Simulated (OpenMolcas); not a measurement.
# How methods differ on CH3BCl2O (methoxydichloroborane)

The species is CH3BCl2O (8 atoms), meant as a singlet with charge 0. SMILES: `COB(Cl)Cl`. Geometry: relaxed at PBE0-D4/def2-TZVP.

```xyz
8

C    -0.1730   -0.6441    0.9404
O     0.0001   -0.5471   -0.4623
B     0.2130    0.5735   -1.1475
Cl    0.3829    0.4557   -2.8876
Cl    0.3318    2.1607   -0.3896
H     0.4521   -1.4624    1.2973
H     0.1042    0.2820    1.4452
H    -1.2188   -0.8754    1.1482
```

Quantity: the HOMO–LUMO gap, in eV. The values are calculated.

```tsv
level	kind	program	value (eV)	CPU time
BLYP/def2-SVP	GGA	OpenMolcas	6.36	48 s
PBE/def2-SVP	GGA	OpenMolcas	6.39	47 s
revPBE/def2-SVP	GGA	OpenMolcas	6.44	46 s
M06-L/def2-SVP	meta-GGA	OpenMolcas	7.09	57 s
B3LYP/def2-SVP	global hybrid	OpenMolcas	8.33	54 s
BHLYP/def2-SVP	global hybrid	OpenMolcas	11.26	48 s
M06-2X/def2-SVP	hybrid meta-GGA	OpenMolcas	11.14	50 s
PBE0/def2-SVP	global hybrid	OpenMolcas	8.85	52 s
```

The values span 6.36 to 11.26 eV. Orbital gaps aren't excitation energies; they tend to grow with the share of exact exchange. Times are those of the runs behind each value, whatever else they computed, on shared processors of several kinds: orders of magnitude only.
